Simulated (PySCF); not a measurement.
**Radial density of O (oxygen, neutral)**

r2SCAN, [He] 2s2 2p4, high-spin 3P determinant. Computed with PySCF 2.14 in x2c-TZVPall (5s3p2d1f, 31 functions), with the spin-free X2C one-electron Hamiltonian (Gaussian nucleus).

```csv
r (bohr),4πr²ρ (e/bohr),4πr²(ρα − ρβ)
0.00275,0.02990,0.0000
0.00463,0.08163,0.0000
0.00778,0.2160,0.0000
0.0131,0.5563,0.0001
0.0220,1.354,0.0003
0.0370,3.003,0.0012
0.0623,5.673,0.0060
0.105,8.224,0.0298
0.176,7.773,0.1294
0.296,4.245,0.4687
0.498,3.406,1.1663
0.838,4.754,1.5876
1.41,2.916,0.9228
2.37,0.6170,0.1823
3.99,0.03321,0.0087
```

Densities and radii are taken from the X2C orbitals without a picture-change correction, which distorts them close to the nucleus.
